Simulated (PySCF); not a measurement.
C2F4O.
SMILES: `O=C(F)C(F)(F)F`

Torsions of this conformer, `[O:1]=[C:2]([F:3])[C:4]([F:5])([F:6])[F:7]`: O1–C2–C4–F5 -120°.

The closed-shell ground state was solved at several levels (PySCF, density fitting, gas phase, non-relativistic). Geometry: PBE0-D3(BJ)/def2-SVP; no solvent, vibrations or thermal averaging.

```json
{"level": "PBE0/6-311+G(2d,p)", "basis functions": "189", "total energy (Eh)": "-550.4502", "HOMO (eV)": "-10.18", "LUMO (eV)": "-1.95", "gap (eV)": "8.23", "dipole (D)": "0.73"}
{"level": "B97-D/pcSseg-2", "basis functions": "252", "total energy (Eh)": "-550.7459", "HOMO (eV)": "-8.38", "LUMO (eV)": "-2.93", "gap (eV)": "5.45", "dipole (D)": "0.78"}
{"level": "PBE/pcSseg-2", "basis functions": "252", "total energy (Eh)": "-550.5199", "HOMO (eV)": "-8.34", "LUMO (eV)": "-3.01", "gap (eV)": "5.33", "dipole (D)": "0.78"}
{"level": "PBE0/STO-3G", "basis functions": "35", "total energy (Eh)": "-542.5271", "HOMO (eV)": "-5.09", "LUMO (eV)": "2.29", "gap (eV)": "7.38", "dipole (D)": "0.85"}
{"level": "PBE0/6-31G", "basis functions": "63", "total energy (Eh)": "-550.0923", "HOMO (eV)": "-10.17", "LUMO (eV)": "-2.15", "gap (eV)": "8.02", "dipole (D)": "0.58"}
```

Q: What might PBE0/6-31G* (98 basis functions) give for the same quantities?

A: Total energy -550.2575 Eh, HOMO -9.64 eV, LUMO -1.36 eV, gap 8.28 eV, dipole 0.87 D.

Q: Over all these levels, which gives the widest orbital gap and which the narrowest?

A: PBE0/6-31G* (global hybrid, 25 % exact exchange) has the widest, 8.28 eV, and PBE/pcSseg-2 (GGA) the narrowest, 5.33 eV. Functional and basis both differ between the two, so the spread mixes both effects.

Q: How much does the basis alone move the frontier levels among the 4 PBE0 rows (the withheld one included)?

A: The HOMO by 5.09 eV and the LUMO by 4.44 eV. By rising basis size (HOMO, LUMO in eV): STO-3G -5.09, 2.29; 6-31G -10.17, -2.15; 6-31G* -9.64, -1.36; 6-311+G(2d,p) -10.18, -1.95.

Q: How far do the dipole and the HOMO energy spread over the levels?

A: The dipole runs from 0.58 to 0.87 D (mean 0.76 D) and the HOMO from -10.18 to -5.09 eV.

B97-D is run here without its empirical dispersion term; that term would change no orbital, density or response property at a fixed geometry.
